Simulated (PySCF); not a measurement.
Job for PySCF: R-B3LYP/3-21G on C2H4 (SMILES C=C).

```python
from pyscf import gto, scf, dft, mp
from pyscf.data.elements import chemcore

mol = gto.M(
    atom='''
    C     0.45191835    0.47742770    0.73907895
    C    -0.42315524   -0.51408969    0.63306070
    H     1.20961828    0.46828871    1.51332629
    H     0.44869161    1.31842951    0.05561793
    H    -1.18062605   -0.52778837   -0.14183392
    H    -0.39736614   -1.35251528    1.31864640
    ''',
    basis='3-21g',
    charge=0, spin=0, verbose=3, max_memory=1800)
mf = dft.RKS(mol, xc='b3lyp')
mf.conv_tol = 1e-8
mf.max_cycle = 100
mf.kernel()
if not mf.converged:
    mf = mf.newton().run(mf.mo_coeff, mf.mo_occ)
```

Q: Give the final energy of this run.

A: -78.1609 hartree.
